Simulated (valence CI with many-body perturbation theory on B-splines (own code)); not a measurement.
Pd XL: key properties

Method: valence CI with perturbative core correlation (CI+MBPT): five valence electrons over a frozen Dirac-Fock core [He], radial functions for each j: 11 s, 11 p, 10 d, 8 f, 5 g, 2 h, with the one-electron correlation potential Σ1 (screened to all orders), the two-electron term Σ2, the three-electron term Σ3, Breit, model QED; selected single and double excitations, second order for the rest, scaled by the run's own slope (own B-spline code, finite nucleus).

No measured spectrum was set against this ion. As an estimate, large intervals hold to a few tenths of a per cent, small ones and those within an open d or f shell to about a per cent. Among the levels kept, up to 7100 cm⁻¹ of a level comes from second order outside the variational space, and about a tenth of that is noise between levels of different J, which matters for small intervals.

Levels are named by their leading jj configuration (3d3/2^4 stands for four electrons in 3d with j = 3/2), which in mixed levels can hold well under half, so a name can repeat and another be missing.

Rates and lifetimes use the calculated energies. Strong lines usually hold to 10 to 20 %, long lifetimes can be off by a factor of two.

(1) What is the ground level?

(2) How well does LS coupling describe the low levels?

(3) Name the longest-lived excited levels whose lifetime is computed, and their main decay.

(4) What is the ionisation energy?

(5) Among levels below 32646 × 10³ cm⁻¹, which E1 lines absorb most strongly from the ground level?

(6) Where does the other parity begin?

Answers

(1) (2s^2 2p1/2^2 2p3/2) J=3/2, composition 44 % 2s2 2p3 2P° + 32 % 2s2 2p3 4S° + 24 % 2s2 2p3 2D°, g = 1.402.

(2) Among the lowest 20 levels the leading LS term, summed over configurations, holds 65 % on average. For single configurations the figures are 65 % in LS and 97 % in jj coupling. Terms mix most in the J = 3/2 level at 26996 × 10³ cm⁻¹, where the leading one holds 28 %.

(3) (2s^2 2p1/2 2p3/2^2) J=5/2 at 1367.2 × 10³ cm⁻¹ lives 150 ns, mostly by M1 to (2s^2 2p1/2^2 2p3/2) J=3/2; (2s^2 2p1/2 2p3/2^2) J=1/2 at 1562.6 × 10³ cm⁻¹ lives 33.5 ns, mostly by M1 to (2s^2 2p1/2^2 2p3/2) J=3/2; (2s^2 2p1/2 2p3/2^2) J=3/2 at 1226.6 × 10³ cm⁻¹ lives 26.5 ns, mostly by M1 to (2s^2 2p1/2^2 2p3/2) J=3/2.

(4) 5879.1 eV; NIST lists 5880 ± 40 eV (semi-empirical).

(5) to (2s^2 2p1/2^2 3d5/2) J=5/2 at 0.3623 nm, f = 0.396; to (2s^2 2p3/2^2 3s) J=5/2 at 0.3467 nm, f = 0.284; to (2s^2 2p1/2 2p3/2 3d3/2) J=3/2 at 0.3458 nm, f = 0.271.

(6) At (2s 2p1/2^2 2p3/2^2) J=5/2, 2638.3 × 10³ cm⁻¹.
